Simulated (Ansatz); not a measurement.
H₃B, charge -1, doublet, geometry from GFN2-xTB (a state made from the parent by changing its charge; the spin is typed, not shown lowest) (a gas-phase anion, which may not be bound at this level); CCSD(T)/6-31G* (Ansatz, a first-principles code).

The Ansatz input:
Ansatz 0.2 input:
```yaml
crystal:
  periodic: [false, false, false]
  atoms:
    - {symbol: B, position_ang: [-0.02295689, 0.11293440, 0.07973905]}
    - {symbol: H, position_ang: [-1.12938022, -0.24504002, -0.38859424]}
    - {symbol: H, position_ang: [0.47162964, -0.77145882, 0.81790375]}
    - {symbol: H, position_ang: [0.77253505, 0.45182687, -0.82800475]}
basis:
  gaussian:
    orbitals: 6-31G*
total_charge: -1
magnetization: {spin_polarized: true, initial_magnetization: 1}
correlation: {method: ccsd_t, electrons: all}
```

What the program printed (banner, timings and long lists left out):

```
Functional definition: HF
235 factors; integrals over basis functions are off by at most 7.2e-4 eV
mean field evaluation 1: about -715.6431 eV, gradient 8.8e0 eV
mean field evaluation 2: about -715.6435 eV, gradient 8.8e0 eV
mean field evaluation 4: about -716.4590 eV, gradient 8.4e-1 eV
mean field evaluation 8: about -716.4729 eV, gradient 5.1e-4 eV
mean field evaluation 16: about -716.4719 eV, gradient 1.4e-1 eV
mean field -716.47291073 eV, -26.3298938264 hartree, gradient 2.1e-6 eV, S^2 0.757798; 0 other end points of the search recorded, 0 dependent functions left out
reference -716.47291073 eV, -26.3298938264 hartree; 5, 4 occupied and 16, 17 virtual orbitals, 235 factors
second order -2.35503877 eV of doubles, -0.00000000 eV of singles
cycle   1  -2.74199992 eV  change   -3.9e-1 eV  update   4.9e-2
cycle   2  -2.89610629 eV  change   -1.5e-1 eV  update   1.7e-2
cycle   3  -2.90916846 eV  change   -1.3e-2 eV  update   5.5e-3
cycle   4  -2.90901206 eV  change    1.6e-4 eV  update   2.0e-3
cycle   5  -2.90952900 eV  change   -5.2e-4 eV  update   7.4e-4
cycle   6  -2.90959212 eV  change   -6.3e-5 eV  update   1.6e-4
cycle   7  -2.90963005 eV  change   -3.8e-5 eV  update   4.1e-5
cycle   8  -2.90961927 eV  change    1.1e-5 eV  update   1.0e-5
cycle   9  -2.90961736 eV  change    1.9e-6 eV  update   3.1e-6
perturbative correction -0.05613610 eV, -0.0020629636 hartree
Total energy: -719.43866419 eV, -26.4388832558 hartree
```
